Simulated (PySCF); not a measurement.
Start geometry of `C[S+]([AlH2-][CH2]C=C)C` from GFN2-xTB (Å):
```
atom  x, y, z in Å
C1     2.6329    0.8058    0.0807
C2     2.1427   -0.2342    0.7444
C3     1.7019   -1.5096    0.1166
Al4   -0.1351   -1.1884   -0.6658
S5    -1.3641   -0.2094    1.2763
C6    -0.8252    1.5114    1.0881
C7    -2.8710   -0.1645    0.2749
H8     2.7904    0.7645   -0.9854
H9     2.9181    1.7204    0.5743
H10    2.0041   -0.1615    1.8192
H11    1.7957   -2.3350    0.8321
H12    2.3630   -1.7467   -0.7297
H13   -0.3551    0.0914   -1.5515
H14   -1.1861   -2.3227   -0.8728
H15   -1.6311    2.1661    1.4054
H16    0.0393    1.6473    1.7287
H17   -0.5485    1.7006    0.0528
H18   -2.6079   -0.0465   -0.7781
H19   -3.3813   -1.1111    0.4236
H20   -3.4980    0.6542    0.6148
```

Problem. What comes out of this run: PBE0-D3(BJ)/def2-SVP geometry optimisation, gas phase (PySCF 2.14.0)?

Solution. 
```
atom  x, y, z in Å
C1     2.5055    0.3336    1.4248
C2     2.0278   -0.8340    0.9671
C3     1.7165   -1.1806   -0.4392
Al4   -0.2571   -1.3691   -0.7251
S5    -1.1300    0.2033    0.9506
C6    -0.5951    1.7873    0.2755
C7    -2.8708    0.1945    0.4695
H8     2.7892    1.1413    0.7402
H9     2.6602    0.5088    2.4924
H10    1.7993   -1.6102    1.7119
H11    2.1485   -2.1635   -0.7020
H12    2.1290   -0.4351   -1.1396
H13   -0.8940   -0.6541   -2.0210
H14   -0.9766   -2.6937   -0.1743
H15   -1.1353    2.6026    0.7760
H16    0.4775    1.8618    0.4997
H17   -0.7582    1.8156   -0.8113
H18   -2.9713    0.3227   -0.6176
H19   -3.2741   -0.7852    0.7593
H20   -3.4080    0.9863    1.0093
```

The energy falls by 5.7 kcal/mol over 26 energy and gradient evaluations, the largest force component goes from 0.0171 to 1.4e-04 Eh/bohr, and the atoms move by 1.085 Å rms after alignment. The bond that changes most is Al4–H14 (ends: aluminium bonded to C, S and 2 H; Al–H hydrogen), which lengthens by 0.045 Å. Bonds longer at the end by more than 0.005 Å: 13 of 19; shorter: 4. Among the angles that change most is Al4–C3–H11, from 116.7° to 105.5°. Among the dihedrals that turn most is C2–C3–Al4–H13, from 48° to 134°. Rotational constants go from 2558, 1109, 900.1 to 2330, 1179, 912.5 MHz. The orientation of the end geometry is arbitrary; only internal coordinates are fixed.

The run used 171 basis functions and 178 SCF cycles in all. Time: 10 min. Hardware: x86-64 server, one thread, no GPU, shared host.

PBE0-D3(BJ)/def2-SVP frequencies: not computed here. One conformer, not necessarily the lowest.
